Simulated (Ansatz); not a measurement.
FGaH2OS (`[OH][Ga]([F])[SH]`) at its PBE0-D4/def2-TZVP geometry, where that method's forces vanish. The species carries charge 0 and has multiplicity 1.

```xyz
6

O     0.2393   -1.1565    1.4679
Ga   -0.1493    0.1032    0.2909
F    -1.1122    1.4149    0.9178
S     0.4475    0.1734   -1.8039
H     0.7674   -1.8765    1.1162
H    -0.1926    1.3415   -1.9888
```

(1) What forces (eV/Å) does PBE-D4/def2-TZVPP give on these atoms in Ansatz 0.2.0? (Estimate.)

Answers

(1) The calculation gave: 
```
O1  -0.168 -0.014  0.578
Ga2  0.149 -0.072 -0.335
F3  -0.322  0.426  0.228
S4   0.197 -0.212 -0.243
H5   0.264 -0.347 -0.198
H6  -0.120  0.219 -0.030
```
